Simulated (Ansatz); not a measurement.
CH3Li (SMILES [Li][CH3]) moved off its minimum; all values from Ansatz (a first-principles code), cores frozen in correlated methods.
(charge 0, multiplicity 1)
```xyz
5

Li    -1.1367    -0.7300    -0.9477
C      0.3134     0.1907     0.1992
H      0.8710    -0.5645     0.8539
H     -0.1420     0.8295     1.0234
H      1.0502     0.7259    -0.3502
```

| level | largest force (eV/Å) | on atom | rms difference from CCSD(T)/aug-cc-pVTZ (eV/Å) | dipole (D) |
|---|---|---|---|---|
| HF/def2-TZVPP | 2.91 | C2 | 0.166 | 6.21 |
| PBE/def2-TZVPP | 2.72 | C2 | 0.074 | 5.56 |
| r2SCAN/def2-TZVPP | 2.75 | C2 | 0.048 | 5.91 |
| B3LYP/def2-TZVPP | 2.74 | C2 | 0.058 | 5.76 |
| wB97M-V/def2-TZVPP | 2.76 | C2 | 0.075 | 5.84 |
| MP2/aug-cc-pVTZ | 2.81 | C2 | 0.083 | 6.08 |
| CCSD(T)/aug-cc-pVTZ | 2.74 | C2 | 0.000 | 6.07 |

The differences count from one level among others, with limits of its own. Forces at CCSD(T)/aug-cc-pVTZ (eV/Å):

| atom | Fx | Fy | Fz |
|---|---|---|---|
| Li1 | 0.339 | 0.211 | 0.276 |
| C2 | -1.085 | -1.383 | 2.107 |
| H3 | -0.400 | 0.535 | -0.922 |
| H4 | 0.408 | -0.153 | -1.067 |
| H5 | 0.738 | 0.790 | -0.395 |
